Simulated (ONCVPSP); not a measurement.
# Logarithmic derivatives: P, ONCV

```json
{
 "Element": "phosphorus (P)",
 "Generator": "ONCVPSP 4.0.1",
 "Type": "optimised norm-conserving Vanderbilt (ONCV)",
 "Functional": "PBEsol",
 "Relativity": "scalar-relativistic",
 "Frozen core": "[Ne]",
 "Valence charge": "5",
 "Reference configuration": "3s2 3p3",
 "Partial waves": "3s: rc 1.65 bohr, ncon 4, nbas 7, qcut 4.5 1/bohr, 2 projectors, debl 2 Ha; 3p: rc 1.65 bohr, ncon 4, nbas 9, qcut 5.8 1/bohr, 2 projectors, debl 0.8 Ha",
 "Local potential": "polynomial inside 1.20 bohr (lpopt 5, dvloc0 1 Ha)",
 "Core correction": "Teter function fitted to the true core (icmod 2), fcfact 0.25"
}
```

The phase is arctan(r·R′/R) of the radial function R(r), unwrapped; energies in Ha, scanned from -2 to 5 Ha. A pole is an energy at which the radial function vanishes at the test radius. The pseudo phase is shifted by a multiple of π to meet the all-electron one at the reference energy, and phase errors are pseudo minus all-electron; the curves can meet again beyond the range given. Levels narrower than the energy grid can be missing from the lists of poles.

```json
{"channel": "s", "radius (bohr)": "1.68", "reference energy (Ha)": "-0.51", "poles, all-electron": "1.72", "poles, pseudo": "1.72", "unbroken range about the reference energy with phases within 0.05 rad": "below 4.1", "phase error 1 Ha above the reference energy (rad)": "-0.000"}
{"channel": "p", "radius (bohr)": "1.68", "reference energy (Ha)": "-0.20", "poles, all-electron": "2.23", "poles, pseudo": "2.21", "unbroken range about the reference energy with phases within 0.05 rad": "below 3.8", "phase error 1 Ha above the reference energy (rad)": "-0.000"}
```

Phases in the p channel:

```tsv
E (Ha)	all-electron	pseudo
-1.98	1.035	1.033
-1.80	0.983	0.981
-1.62	0.918	0.916
-1.44	0.836	0.834
-1.26	0.727	0.726
-1.08	0.584	0.583
-0.90	0.394	0.394
-0.72	0.151	0.151
-0.54	-0.133	-0.134
-0.36	-0.421	-0.421
-0.18	-0.670	-0.670
0.00	-0.867	-0.867
0.18	-1.016	-1.016
0.36	-1.129	-1.129
0.54	-1.216	-1.216
0.72	-1.285	-1.285
0.90	-1.340	-1.340
1.08	-1.386	-1.386
1.26	-1.425	-1.425
1.44	-1.458	-1.459
1.62	-1.488	-1.489
1.80	-1.515	-1.516
1.98	-1.539	-1.541
2.16	-1.562	-1.564
2.34	-1.584	-1.587
2.52	-1.605	-1.609
2.70	-1.626	-1.631
2.88	-1.646	-1.654
3.06	-1.668	-1.679
3.24	-1.690	-1.706
3.42	-1.714	-1.736
3.60	-1.740	-1.772
3.78	-1.770	-1.815
3.96	-1.803	-1.871
4.14	-1.843	-1.946
4.32	-1.891	-2.057
4.50	-1.952	-2.233
4.68	-2.031	-2.539
4.86	-2.140	-3.045
```
